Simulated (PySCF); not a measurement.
C₂H₆BCl₃Si, SMILES CB(C)[Si](Cl)(Cl)Cl, B3LYP/def2-SVP optimised geometry.

```
13

Si     1.50     0.02     0.00
Cl     2.12     0.37    -1.96
Cl     2.33    -1.79     0.61
Cl     2.31     1.51     1.21
B     -0.53     0.02     0.00
C     -1.29    -1.35    -0.06
C     -1.26     1.40     0.00
H     -0.73    -2.18    -0.53
H     -2.30    -1.28    -0.48
H     -1.41    -1.64     1.01
H     -2.33     1.35     0.26
H     -1.20     1.76    -1.05
H     -0.77     2.18     0.60
```

Density from PySCF with B3LYP/def2-TZVP at that geometry.

Minimum of the electron density along straight lines between bonded atoms, close to the bond critical point (lines longer than 1.1 times the sum of covalent radii, or with two minima, are not listed):

| bond | length / Å | ρ at the minimum / e bohr⁻³ | ∇²ρ there / e bohr⁻⁵ | position (fraction from the first atom) |
|---|---|---|---|---|
| Si1–Cl2 | 2.086 | 0.096 | 0.17 | 0.36 |
| Si1–Cl3 | 2.081 | 0.098 | 0.17 | 0.36 |
| Si1–Cl4 | 2.083 | 0.097 | 0.17 | 0.36 |
| Si1–B5 | 2.033 | ___ | ___ | 0.40 |
| B5–C6 | 1.563 | 0.192 | -0.34 | 0.33 |
| B5–C7 | 1.564 | 0.192 | -0.35 | 0.33 |
| C6–H8 | 1.101 | 0.270 | -0.90 | 0.64 |
| C6–H9 | 1.102 | 0.268 | -0.89 | 0.64 |
| C6–H10 | 1.112 | 0.256 | -0.81 | 0.64 |
| C7–H11 | 1.102 | 0.269 | -0.89 | 0.64 |
| C7–H12 | 1.111 | 0.257 | -0.81 | 0.64 |
| C7–H13 | 1.102 | 0.269 | -0.89 | 0.64 |

### Question
Some entries are withheld; supply them.

### Answer

- Si1–B5, ρ at the minimum / e bohr⁻³: 0.121
- Si1–B5, ∇²ρ there / e bohr⁻⁵: -0.20
